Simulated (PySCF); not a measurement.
Record of a relaxation.

Species: C4H3BF2O.
Numbering: `[CH2:1]=[C:2]=[C:3]([CH:4]=[O:5])[B:6]([F:7])[F:8]` (hydrogens: H9, H10 on C1; H11 on C4)

Computed by this run: PBE0-D3(BJ)/def2-SVP geometry optimisation, gas phase (PySCF); density fitting, grid level 1; the optimiser is geomeTRIC in internal coordinates, started from a GFN2-xTB structure with every atom displaced at random (about 0.01 Å). 10 of its 14 geometries are shown. The frame can shift and turn from step to step; on so coarse a grid that alone can change the energy by a few meV, and forces under 0.02 eV/Å are noise.

Step 0: E = -12332.9062 eV, largest atomic force 2.404 eV/Å
```
atom  x, y, z in Å  |  force x, y, z in eV/Å
C1      2.122   -0.479    0.514   -2.200   0.494   0.295
C2      0.876   -0.193    0.209    0.574   0.057   0.155
C3     -0.400    0.054   -0.107    1.729   0.512   0.482
C4     -1.220   -1.078   -0.487   -2.318  -0.462  -0.440
O5     -0.920   -2.238   -0.559    0.510  -0.186   0.037
B6     -0.966    1.499   -0.072    0.777   0.272   0.202
F7     -0.237    2.549    0.259    0.270  -0.185   0.055
F8     -2.202    1.762   -0.377   -0.984  -0.118  -0.274
H9      2.401   -0.679    1.537    0.119  -0.186   0.528
H10     2.878   -0.458   -0.225    1.042  -0.024  -1.058
H11    -2.294   -0.766   -0.708    0.480  -0.173   0.017
```

Step 1: E = -12333.0187 eV, largest atomic force 0.511 eV/Å
```
atom  x, y, z in Å  |  force x, y, z in eV/Å
C1      2.114   -0.271    0.576    0.333  -0.231  -0.116
C2      0.865   -0.216    0.230   -0.145   0.245  -0.020
C3     -0.401   -0.030   -0.113   -0.278  -0.090  -0.053
C4     -1.279   -1.185   -0.504    0.457   0.226   0.024
O5     -0.912   -2.328   -0.540   -0.074  -0.169   0.014
B6     -0.952    1.423   -0.105   -0.017  -0.074  -0.004
F7     -0.188    2.444    0.223   -0.098   0.070  -0.026
F8     -2.213    1.667   -0.429    0.158   0.010   0.042
H9      2.407   -0.422    1.621   -0.012   0.018  -0.041
H10     2.909   -0.220   -0.187   -0.164   0.004   0.177
H11    -2.312   -0.888   -0.788   -0.160  -0.010   0.004
```

Step 3: E = -12333.0325 eV, largest atomic force 0.270 eV/Å
```
atom  x, y, z in Å  |  force x, y, z in eV/Å
C1      2.113   -0.330    0.565   -0.162  -0.059  -0.009
C2      0.866   -0.181    0.226    0.126   0.230   0.061
C3     -0.400    0.019   -0.115    0.111  -0.021  -0.019
C4     -1.231   -1.162   -0.499   -0.063  -0.011   0.152
O5     -0.829   -2.295   -0.501   -0.086  -0.039  -0.089
B6     -0.980    1.458   -0.111   -0.069   0.008  -0.032
F7     -0.269    2.520    0.206    0.069  -0.043   0.004
F8     -2.244    1.660   -0.440   -0.061  -0.023  -0.009
H9      2.395   -0.508    1.607   -0.002  -0.014   0.020
H10     2.905   -0.296   -0.187    0.049   0.002  -0.048
H11    -2.289   -0.913   -0.767    0.088  -0.029  -0.031
```

Step 4: E = -12333.0350 eV, largest atomic force 0.220 eV/Å
```
atom  x, y, z in Å  |  force x, y, z in eV/Å
C1      2.122   -0.313    0.569   -0.045  -0.042   0.021
C2      0.878   -0.159    0.231   -0.099   0.000  -0.034
C3     -0.393    0.011   -0.111   -0.022  -0.046   0.043
C4     -1.240   -1.164   -0.484    0.088  -0.065  -0.191
O5     -0.861   -2.305   -0.520   -0.003   0.003   0.078
B6     -0.989    1.441   -0.118    0.058  -0.012   0.029
F7     -0.252    2.488    0.188   -0.085   0.117  -0.025
F8     -2.257    1.642   -0.431    0.053   0.027   0.022
H9      2.401   -0.490    1.613    0.011   0.010   0.007
H10     2.916   -0.283   -0.183    0.032  -0.003  -0.029
H11    -2.287   -0.896   -0.771    0.012   0.011   0.079
```

Step 6: E = -12333.0397 eV, largest atomic force 0.053 eV/Å
```
atom  x, y, z in Å  |  force x, y, z in eV/Å
C1      2.120   -0.325    0.564   -0.001   0.004   0.005
C2      0.880   -0.136    0.228    0.008   0.013   0.010
C3     -0.390    0.032   -0.113    0.024   0.013  -0.006
C4     -1.208   -1.165   -0.481   -0.028  -0.040   0.021
O5     -0.805   -2.298   -0.493    0.004   0.021  -0.007
B6     -1.011    1.454   -0.124    0.004  -0.005  -0.002
F7     -0.308    2.532    0.152   -0.007  -0.016  -0.015
F8     -2.288    1.620   -0.419   -0.007  -0.003   0.010
H9      2.396   -0.512    1.608    0.000   0.008  -0.002
H10     2.916   -0.307   -0.187    0.004   0.003  -0.006
H11    -2.265   -0.922   -0.751   -0.001   0.001  -0.007
```

Step 7: E = -12333.0394 eV, largest atomic force 0.046 eV/Å
```
atom  x, y, z in Å  |  force x, y, z in eV/Å
C1      2.125   -0.308    0.562    0.029   0.034  -0.013
C2      0.886   -0.115    0.225    0.017  -0.043   0.007
C3     -0.386    0.035   -0.115   -0.008   0.031  -0.020
C4     -1.191   -1.177   -0.471    0.005   0.017   0.041
O5     -0.772   -2.303   -0.480   -0.002  -0.005  -0.014
B6     -1.032    1.445   -0.132   -0.016   0.003  -0.001
F7     -0.345    2.543    0.106    0.024  -0.039   0.001
F8     -2.320    1.583   -0.392   -0.012  -0.004   0.004
H9      2.401   -0.489    1.606   -0.002   0.010  -0.007
H10     2.922   -0.295   -0.190   -0.022   0.007   0.014
H11    -2.251   -0.947   -0.736   -0.012  -0.011  -0.013
```

Step 9: E = -12333.0405 eV, largest atomic force 0.065 eV/Å
```
atom  x, y, z in Å  |  force x, y, z in eV/Å
C1      2.129   -0.279    0.557    0.014   0.021  -0.010
C2      0.886   -0.115    0.220    0.005  -0.038   0.000
C3     -0.389    0.022   -0.117   -0.033  -0.013  -0.030
C4     -1.192   -1.193   -0.468    0.011   0.037   0.052
O5     -0.771   -2.318   -0.479    0.008  -0.015  -0.015
B6     -1.037    1.430   -0.131    0.002   0.000   0.003
F7     -0.340    2.523    0.092   -0.007   0.008   0.005
F8     -2.329    1.571   -0.370    0.011  -0.004   0.006
H9      2.409   -0.444    1.603    0.000   0.005  -0.004
H10     2.924   -0.258   -0.196   -0.010   0.008   0.003
H11    -2.255   -0.967   -0.727   -0.001  -0.009  -0.012
```

Step 10: E = -12333.0409 eV, largest atomic force 0.046 eV/Å
```
atom  x, y, z in Å  |  force x, y, z in eV/Å
C1      2.133   -0.249    0.548   -0.003   0.003  -0.007
C2      0.885   -0.116    0.213    0.009  -0.001   0.001
C3     -0.392    0.009   -0.118   -0.024  -0.030  -0.006
C4     -1.190   -1.210   -0.460    0.013   0.043  -0.011
O5     -0.760   -2.332   -0.476    0.003  -0.023   0.007
B6     -1.045    1.416   -0.128    0.002  -0.002   0.008
F7     -0.345    2.510    0.084   -0.009   0.018   0.009
F8     -2.340    1.555   -0.347    0.009  -0.006  -0.002
H9      2.419   -0.400    1.594    0.003   0.002  -0.003
H10     2.925   -0.217   -0.208    0.000   0.005  -0.005
H11    -2.255   -0.992   -0.717   -0.003  -0.009   0.009
```

Step 12: E = -12333.0408 eV, largest atomic force 0.032 eV/Å
```
atom  x, y, z in Å  |  force x, y, z in eV/Å
C1      2.144   -0.190    0.516   -0.006  -0.015  -0.003
C2      0.888   -0.108    0.197   -0.002   0.032  -0.005
C3     -0.396   -0.011   -0.117    0.006  -0.012   0.017
C4     -1.178   -1.244   -0.442   -0.008  -0.011  -0.015
O5     -0.730   -2.359   -0.462    0.003   0.001   0.007
B6     -1.067    1.387   -0.114    0.004  -0.004   0.000
F7     -0.379    2.488    0.097   -0.009   0.007   0.008
F8     -2.366    1.511   -0.321   -0.004   0.003  -0.005
H9      2.451   -0.321    1.559    0.004  -0.004  -0.002
H10     2.923   -0.134   -0.251    0.008   0.002  -0.009
H11    -2.252   -1.046   -0.679    0.005   0.003   0.008
```

Step 13: E = -12333.0412 eV, largest atomic force 0.021 eV/Å
```
atom  x, y, z in Å  |  force x, y, z in eV/Å
C1      2.147   -0.188    0.508   -0.003  -0.003  -0.005
C2      0.889   -0.102    0.196    0.005   0.020  -0.005
C3     -0.396   -0.008   -0.114    0.002  -0.003   0.015
C4     -1.173   -1.245   -0.437   -0.004  -0.013  -0.011
O5     -0.719   -2.358   -0.456   -0.003   0.006   0.005
B6     -1.075    1.386   -0.111    0.003  -0.006   0.000
F7     -0.394    2.492    0.103   -0.002   0.000   0.006
F8     -2.373    1.504   -0.322   -0.002   0.002  -0.003
H9      2.458   -0.322    1.549    0.002  -0.003  -0.003
H10     2.922   -0.132   -0.263    0.002   0.001  -0.005
H11    -2.248   -1.053   -0.671    0.000   0.001   0.005
```

Problem. Summarise the path.

Solution. The energy falls by 0.1350 eV from step 0 to step 13; nine tenths of that is first reached at step 3. It rises by more than 0.2 meV at steps 7 and 11. The largest force goes from 2.404 to 0.021 eV/Å. Among the bonds C3–C4 changes most, from 1.449 to 1.496 Å; the atoms move by 0.061 Å rms after alignment.

The cost below is that of the whole optimisation. Time: 91 s of wall time; peak memory 0.52 GiB. Hardware: Arm Neoverse V1, one thread, no GPU, shared host with 32 logical CPUs at a one-minute load of 29.
